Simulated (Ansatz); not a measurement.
## Relaxing a trial structure of ClGaHNSi

The starting geometry of this gas-phase singlet was optimised with GFN2-xTB.

```yaml
atoms:
  - { symbol: Cl, position_ang: [-3.3743, -0.8280, 0.2669] }
  - { symbol: Ga, position_ang: [-1.2502, -1.6011, -0.8129] }
  - { symbol: N, position_ang: [-0.6129, 0.0885, 0.2735] }
  - { symbol: Si, position_ang: [-1.8808, 0.8000, 1.0836] }
  - { symbol: H, position_ang: [0.3084, 0.4977, 0.3601] }
```

**Question.** Where would you expect an optimisation with PBE0-D3(BJ)/pcseg-1 to take it?

**Answer.** A bond breaks, giving a structure given below by its coordinates. Contacts that open: Cl1–Ga2 (2.51 → 3.01 Å).

The energy falls by 0.19 eV over 8 steps:

```csv
step,E − E(last) (eV)
1,0.190
2,0.104
3,0.024
4,0.006
5,0.004
6,0.000
7,0.000
8,0.000
```

Final geometry (Å):

| atom | x (Å) | y (Å) | z (Å) |
| --- | --- | --- | --- |
| Cl | -3.4847 | -0.6542 | 0.4144 |
| Ga | -0.9507 | -1.6174 | -0.8898 |
| N | -0.6772 | 0.0166 | 0.2355 |
| Si | -1.9423 | 0.7674 | 1.0832 |
| H | 0.2451 | 0.4447 | 0.3280 |

Frequencies at the end are all real (lowest 79 cm⁻¹). Run with Ansatz 0.2.0, 68 s on 1 thread of AMD EPYC (Zen 3), with other jobs on the host.
